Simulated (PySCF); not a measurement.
Ionisation energy of Zr by level of theory

Zr [Kr] 4d2 5s2 (3F) → Zr⁺ [Kr] 4d2 5s1 (4F), as a difference of total energies. All numbers are calculated (PySCF 2.14, the spin-free X2C one-electron Hamiltonian (Gaussian nucleus), in x2c-SVPall). Correlated levels: valence: [Kr] frozen. The calculations carry no spin-orbit coupling.

```tsv
method	ionisation energy (eV)
UHF	5.210
TPSS	6.366
B3LYP	6.659
MP2 (valence)	5.976
SCS-MP2 (valence)	6.130
```

Errors of the correlated levels include the incompleteness of this basis and the frozen core.

MP2 underrates the near-degeneracy of ns² with np² in the lower species.

Problem. Which method comes closest to the reference value, and which is furthest?

Solution. The reference is 6.639 eV (measured; NIST levels, between the centres of gravity of the two terms). Closest: B3LYP (error 0.020 eV); furthest: UHF (error -1.429 eV).
